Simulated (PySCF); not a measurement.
Precursor series Zn Cl-H. All species are isolated molecules in the gas phase.

Calculation: TPSSh-D3(BJ)/def2-TZVP // BP86-D3(BJ)/def2-SVP in PySCF. 

```csv
species,charge on the central atom (Mulliken) (e),HOMO (eV)
0 of 2 Cl replaced by H ([Zn(Cl)2]),0.62,-8.39
1 of 2 Cl replaced by H ([Zn(Cl)(H)]),0.35,-8.13
2 of 2 Cl replaced by H,0.11,-7.49
```
